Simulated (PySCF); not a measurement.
**Computed structure and properties of DyCl3(NH3)**

System: DyCl3(NH3) (singlet in the valence; each metal's 4f electrons, 9 of them, lie in its core potential, out of spins and levels); start: template (C3v). Method: PySCF 2.14.0, RKS PBE0, Dy lcecp-1-SVP with ECP55, Cl def2-SVP, N def2-SVP, H def2-SVP; non-relativistic Hamiltonian with scalar-relativistic core potentials where named; density fitting; no spin-orbit coupling.

Input of the relaxation:

```python
mol = gto.M(atom='''
Dy    -0.09574     0.09574    -0.09574
Cl     1.41166     1.60314     1.41166
Cl    -1.60314    -1.41166     1.41166
Cl     1.41166    -1.41166    -1.60314
N     -1.54344     1.54344    -1.54344
H     -2.15664     2.15664    -1.00634
H     -1.00634     2.15664    -2.15664
H     -2.15664     1.00634    -2.15664''',
    basis={'Dy': 'lcecp-1-SVP', 'Cl': 'def2-SVP', 'N': 'def2-SVP', 'H': 'def2-SVP'},
    ecp={'Dy': 'lcecp-1-SVP'},
    charge=0, spin=0)
mf = dft.RKS(mol, xc='PBE0')
mf.grids.atom_grid = (50, 194)  # f atoms: unpruned, at least (60, 302)
mf = mf.density_fit()  # fitting sets: Dy AutoAux, Cl def2-universal-JKFIT, N def2-universal-JKFIT, H def2-universal-JKFIT
mf.conv_tol = 1e-08; mf.max_cycle = 55
mf.kernel(dm0)  # dm0: converged density of the start geometry
# quasi-Newton relaxation in Cartesian coordinates to a largest gradient under 0.00045 Eh/bohr, steps kept in the point group
```

Run from Python with OMP_NUM_THREADS=2; the lines above give its settings. Where DIIS fails, smearing, a level shift and second-order steps follow.
It took 61 s on 2 threads of Arm Neoverse V1, with other jobs on the host, from the converged density of the start.

Course of the relaxation:

```csv
step,energy above end (eV),largest force component within the symmetry (eV/Å)
0,0.4861,1.136
1,0.2157,0.642
2,0.1001,0.215
3,0.0755,0.166
4,0.0196,0.103
5,0.0092,0.103
6,0.0027,0.094
7,0.0012,0.076
8,0.0004,0.039
9,0.0000,0.008
10,0.0000,0.002
```

Relaxed geometry (C3v):

```xyz
8

Dy    0.0268   -0.0268    0.0268
Cl    1.1681    1.8718    1.1681
Cl   -1.8718   -1.1681    1.1681
Cl    1.1681   -1.1681   -1.8718
N    -1.3902    1.3902   -1.3902
H    -1.9997    1.9997   -0.8401
H    -0.8401    1.9997   -1.9997
H    -1.9997    0.8401   -1.9997
```

```json
{"contact": "Dy1–Cl2 (Cl)", "Å": "2.492"}
{"contact": "Dy1–Cl3 (Cl)", "Å": "2.492"}
{"contact": "Dy1–Cl4 (Cl)", "Å": "2.492"}
{"contact": "Dy1–N5 (NH3)", "Å": "2.454"}
```

On the finer grid (75, 302):

The HOMO is -8.41 eV and the LUMO is -1.08 eV. The dipole about the centre of mass is 5.44 D. The set of Mulliken populations of Dy1 outside the core potential is s 2.30, p 6.44, d 1.40, f 0.05. The D3(BJ) dispersion energy (not in the energies) is -0.217 eV.

| atom | Mulliken (e) | Löwdin (e) | spin (e) |
| --- | --- | --- | --- |
| Dy1 | 0.81 | -0.18 | 0.00 |
| Cl2 | -0.35 | -0.06 | 0.00 |
| Cl3 | -0.35 | -0.06 | 0.00 |
| Cl4 | -0.35 | -0.06 | 0.00 |
| N5 | -0.30 | -0.01 | 0.00 |
| H6 | 0.19 | 0.12 | 0.00 |
| H7 | 0.19 | 0.12 | 0.00 |
| H8 | 0.19 | 0.12 | 0.00 |

The 4f levels lie in the core potential and are missing. Their spin isn't counted.

On the grid (50, 194), as all that follows. Harmonic modes: a minimum; lowest 63 cm⁻¹ (negative: unstable), highest 3606 cm⁻¹, zero-point energy 1.120 eV.

Taking off one Cl (charge -1, singlet; the rest: singlet) in vacuum, both parts rigid, costs 8.95 eV; the small basis without counterpoise inflates it. Most of it is the attraction of opposite charges; other ways to part are cheaper, and one spin state was tried for the rest.

Rigid scan of Cl along the line from its metal:

distance to Cl2 (Å), energy (eV) and a bar:
```
     2.19      0.770 #######
     2.29      0.298 ###
     2.39      0.065 #
     2.49      0.000 
     2.59      0.052 
     2.69      0.183 ##
     2.89      0.586 #####
     3.19      1.324 ############
     3.59      2.286 #####################
     4.09      3.283 ##############################
```

Taking off one NH3 (charge 0, singlet; the rest: singlet) in vacuum, both parts rigid, costs 1.80 eV; the small basis without counterpoise inflates it.

Rigid scan of NH3 along the line from its metal:

| distance to N5 (Å) | energy (eV) |
| --- | --- |
| 2.15 | 0.416 |
| 2.25 | 0.159 |
| 2.35 | 0.035 |
| 2.45 | 0.000 |
| 2.55 | 0.026 |
| 2.65 | 0.090 |
| 2.85 | 0.278 |
| 3.15 | 0.593 |
| 3.55 | 0.952 |
| 4.05 | 1.260 |

One start shape was tried, so this needn't be the lowest isomer.

An lcecp potential fixes the number of 4f electrons, so in runs with it no electron can move into or out of that shell.
